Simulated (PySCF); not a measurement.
CH9NSi3.
Structure used (PBE0-D3(BJ)/def2-SVP), in Å, numbered top down from 1:
```
atom  x, y, z in Å
N1    -2.022    1.055    1.313
C2    -1.965    0.751    0.079
Si3   -1.240   -0.848   -0.661
Si4    1.007   -0.406   -1.177
Si5    2.025    0.337    0.802
H6    -1.660    0.290    1.897
H7    -2.334    1.518   -0.630
H8    -1.286   -1.901    0.404
H9    -2.025   -1.292   -1.854
H10    1.092    0.650   -2.235
H11    1.691   -1.641   -1.674
H12    1.930   -0.746    1.830
H13    1.312    1.546    1.315
H14    3.466    0.670    0.581
```

Computed at PBE0/pcSseg-1 (PySCF, non-relativistic), with Q(14N) = 0.02044 b: N1, 14N (I = 1): χzz = -4.971 MHz, η = 0.565.

Task: Find the zero-field quadrupole resonance frequencies of 14N at N1.

Result: From ν± = (3/4)|χ|(1 ± η/3) and ν0 = |χ|η/2: ν+ 4.430 MHz, ν− 3.026 MHz, ν0 1.403 MHz (C=N nitrogen).

In a crystal, neighbours and librations shift these lines. The structure is a single PBE0-D3(BJ)/def2-SVP conformer in the gas phase; no vibrational or solvent corrections. The basis is small and wasn't made for field gradients, so the couplings can be 20 % off.
